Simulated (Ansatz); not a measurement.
Geometry optimisation, Ansatz, RHF/def2-SVP.

input.yaml

```yaml
crystal:
  periodic: [false, false, false]
  atoms:
    - { symbol: Si, position_ang: [-0.8986, 1.1193, 0.4313] }
    - { symbol: Si, position_ang: [0.073, -0.2727, -0.9523] }
    - { symbol: P, position_ang: [2.1025, -0.6214, -0.2515] }
    - { symbol: Te, position_ang: [-1.0961, -2.4081, -0.9666] }
    - { symbol: H, position_ang: [-2.3174, 1.3901, -0.0716] }
    - { symbol: H, position_ang: [-0.9827, 0.6103, 1.7731] }
    - { symbol: H, position_ang: [-0.1787, 2.4358, 0.442] }
    - { symbol: H, position_ang: [0.1535, 0.3069, -2.3171] }
    - { symbol: H, position_ang: [2.06212, -2.10358, -0.43209] }
    - { symbol: H, position_ang: [2.73695, -0.42372, -1.55723] }
    - { symbol: H, position_ang: [-0.926, -2.5686, 0.7686] }
basis:
  gaussian: { orbitals: def2-SVP }
hamiltonian:
  xc: hf
relax:
  f_tol: 0.015
  max_steps: 40
```

Command:

```bash
$ ansatz run input.yaml --threads 2 --pin off --max-ram 3072MiB --backend cpu --events-out ev --progress --plain --runs-dir out
```

Where does it end, and by what steps?

The forces met the threshold. The force dipped under the threshold on the way, but the program's further checks kept it going. After 15 steps the energy has fallen by 0.837 eV; H9 moved furthest, 1.04 Å.

```json
{"step": "0", "energy less start (eV)": "0.0000", "largest force component (eV/Å)": "2.649", "accepted": "yes"}
{"step": "1", "energy less start (eV)": "-0.6246", "largest force component (eV/Å)": "1.422", "accepted": "yes"}
{"step": "2", "energy less start (eV)": "-0.7319", "largest force component (eV/Å)": "0.367", "accepted": "yes"}
{"step": "3", "energy less start (eV)": "-0.7397", "largest force component (eV/Å)": "0.337", "accepted": "yes"}
{"step": "4", "energy less start (eV)": "-0.7617", "largest force component (eV/Å)": "0.067", "accepted": "yes"}
{"step": "5", "energy less start (eV)": "-0.7600", "largest force component (eV/Å)": "0.721", "accepted": "no"}
{"step": "6", "energy less start (eV)": "-0.7714", "largest force component (eV/Å)": "0.057", "accepted": "yes"}
{"step": "7", "energy less start (eV)": "-0.7802", "largest force component (eV/Å)": "0.298", "accepted": "yes"}
{"step": "8", "energy less start (eV)": "-0.7874", "largest force component (eV/Å)": "0.564", "accepted": "yes"}
{"step": "9", "energy less start (eV)": "-0.8217", "largest force component (eV/Å)": "0.137", "accepted": "yes"}
{"step": "10", "energy less start (eV)": "-0.8296", "largest force component (eV/Å)": "0.118", "accepted": "yes"}
{"step": "11", "energy less start (eV)": "-0.8096", "largest force component (eV/Å)": "0.279", "accepted": "no"}
{"step": "12", "energy less start (eV)": "-0.8362", "largest force component (eV/Å)": "0.027", "accepted": "yes"}
{"step": "13", "energy less start (eV)": "-0.8368", "largest force component (eV/Å)": "0.009", "accepted": "yes"}
{"step": "14", "energy less start (eV)": "-0.8369", "largest force component (eV/Å)": "0.020", "accepted": "yes"}
{"step": "15", "energy less start (eV)": "-0.8369", "largest force component (eV/Å)": "0.005", "accepted": "yes"}
```

```xyz
11
Properties=species:S:1:pos:R:3
Si -0.882 1.234 0.384
Si 0.041 -0.502 -0.938
P 2.154 -0.993 -0.227
Te -1.399 -2.585 -0.779
H -2.208 1.615 -0.154
H -1.028 0.756 1.779
H 0.013 2.418 0.371
H -0.014 -0.152 -2.378
H 2.503 -1.803 -1.329
H 2.755 0.191 -0.715
H -1.207 -2.714 0.854
```

Whether the end is a true minimum wasn't checked by a vibrational analysis.

Time of the run: 42 s on 2 threads of Arm Neoverse V1, with other jobs on the host, peak memory 0.28 GiB.
